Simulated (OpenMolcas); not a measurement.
Ho2+ in a point-charge field

Ho2+ among 8 point charges of -0.5 e arranged as a hexagonal bipyramid (D6h), 2.41 Å from the ion, with the axial distance 2.651 Å.

```json
{
  "Program": "OpenMolcas",
  "Method": "CASSCF",
  "Basis": "ANO-RCC-VDZP [7s6p4d2f1g]",
  "Scalar Hamiltonian": "DKH2, point nucleus",
  "Active space": "11 electrons in 7 orbitals (4f)",
  "State averaging": "2S+1 = 4 odd, 35 roots; 2S+1 = 2 odd, 73 roots kept (CI in the orbitals of an earlier block)",
  "Spin-orbit coupling": "RASSI with atomic mean-field integrals over the reference wave functions"
}
```

The lowest spin-free states, above the lowest:

| State | Degeneracy | E (cm-1) | Free-ion L (%) |
| --- | --- | --- | --- |
| 2S+1 = 4 | 1 | 0.0 | I (100) |
| 2S+1 = 4 | 1 | 0.8 | I (100) |
| 2S+1 = 4 | 2 | 21.9 | I (100) |
| 2S+1 = 4 | 2 | 70.5 | I (100) |
| 2S+1 = 4 | 1 | 115.4 | I (100) |
| 2S+1 = 4 | 1 | 172.5 | I (100) |
| 2S+1 = 4 | 2 | 216.0 | I (100) |
| 2S+1 = 4 | 2 | 261.1 | I (100) |
| 2S+1 = 4 | 1 | 277.7 | I (100) |
| 2S+1 = 2 | 1 | 16553 | H (100) |
| 2S+1 = 2 | 2 | 16560 | H (100) |
| 2S+1 = 2 | 2 | 16580 | H (100) |
| 2S+1 = 2 | 1 | 16604 | H (100) |
| 2S+1 = 2 | 1 | 16611 | H (100) |
| 2S+1 = 2 | 2 | 16636 | H (100) |
| 2S+1 = 2 | 2 | 16652 | H (100) |
| 2S+1 = 4 | 2 | 16848 | F (100) |
| 2S+1 = 4 | 1 | 16855 | F (100) |
| 2S+1 = 4 | 2 | 16886 | F (100) |
| 2S+1 = 4 | 1 | 16956 | S (100) |

The lowest levels with spin-orbit coupling:

```tsv
E (cm-1)	Degeneracy	2S+1	J	|mJ| (%)	g
0.0	2	4	7.50	15/2 (100)	0.00 0.00 17.96
21.2	2	4	7.50	13/2 (100)	0.16 0.16 15.55
60.4	2	4	7.50	11/2 (100)	0.14 0.14 13.11
111.3	2	4	7.50	9/2 (99)	0.00 0.00 10.57
162.8	2	4	7.50	7/2 (90)	5.39 5.39 6.90
227.6	2	4	7.50	5/2 (90)	4.50 5.39 5.39
262.3	2	4	7.50	3/2 (99)	0.00 0.00 3.39
282.5	2	4	7.50	1/2 (99)	1.15 9.56 9.56
5525	2	4	6.50	13/2 (100)	0.01 0.01 14.39
5557	2	4	6.50	11/2 (100)	0.01 0.01 12.17
5606	2	4	6.50	9/2 (100)	0.00 0.00 9.93
5661	2	4	6.50	7/2 (98)	2.07 2.07 7.43
5716	2	4	6.50	5/2 (98)	2.06 2.06 5.21
5756	2	4	6.50	3/2 (100)	0.00 0.00 3.27
5778	2	4	6.50	1/2 (100)	1.09 7.73 7.73
9100	2	4	5.50	11/2 (100)	0.00 0.00 10.74
9139	2	4	5.50	9/2 (100)	0.00 0.00 8.81
9191	2	4	5.50	7/2 (99)	0.93 0.93 6.76
9243	2	4	5.50	5/2 (99)	0.90 0.90 4.80
9283	2	4	5.50	3/2 (100)	0.00 0.00 2.92
```

Powder χT (cm3 K/mol): 10.3 at 2 K, 10.8 at 10 K, 11.2 at 50 K, 11.3 at 100 K, 11.4 at 200 K, 11.4 at 300 K. The effective moment at 300 K is 2.828 √(χT) = 9.56 μB.

Hund's rules give f11 the level 4I15/2 with g = 1.200, so an isolated free-ion multiplet has χT = g² J(J+1) / 8 = 11.475 cm3 K/mol. The computed 11.425 at 300 K differs by 0 %, through the field's splitting, the mixing of terms and any other multiplet in reach.

Stevens parameters of the J = 15/2 multiplet, which is 282 cm-1 wide (cm-1, z along the main axis): B20 = -1.727e+00, B40 = 2.583e-03, B60 = -2.103e-06, B66 = 1.744e-04.

High states are left out of the spin-orbit mixing, which shifts the levels that they would mix with. Point charges carry no covalency, so the field is a model and not that of real ligands. An unlabelled pair can be two single states that coincide in this model. The first state left out of the spin-orbit step lies near 46000 cm-1 above the lowest spin-free state of the reference (among the parities and spins computed), and the lists stop at four fifths of that energy or lower. No measured value stands beside these numbers.

A state without a sure symmetry label is named by its multiplicity alone.
